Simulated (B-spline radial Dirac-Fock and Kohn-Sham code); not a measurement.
Z = 34 (selenium), transition energy 500 keV. Level of theory: a Dirac-Hartree-Slater potential of the neutral atom with a Latter tail (no hole, which puts coefficients of high multipoles low close above an edge), finite nucleus with surface currents; a radial B-spline solver. Subshells that would emit electrons below 1 keV are left out.

Q: A pure transition shows α(K) = 0.0430, L1/L2 = 13.0 and L1/L3 = 14.6. What is its multipolarity?
A. M2
B. E4
C. E3
D. M1
E. E1
F. E2
G. M4
H. M3

A: G. For comparison, α(K), L1/L2, L1/L3 are E1 0.000744, 68.7, 38.9; E2 0.00246, 24.3, 24.4; E3 0.00719, 9.86, 14.0; E4 0.0202, 4.96, 8.44; M1 0.00155, 52.3, 108; M2 0.00501, 29.3, 74.6; M3 0.0148, 18.7, 30.7.

Values without a named source are computed, but for edge energies of neutral atoms, which are taken from tables.
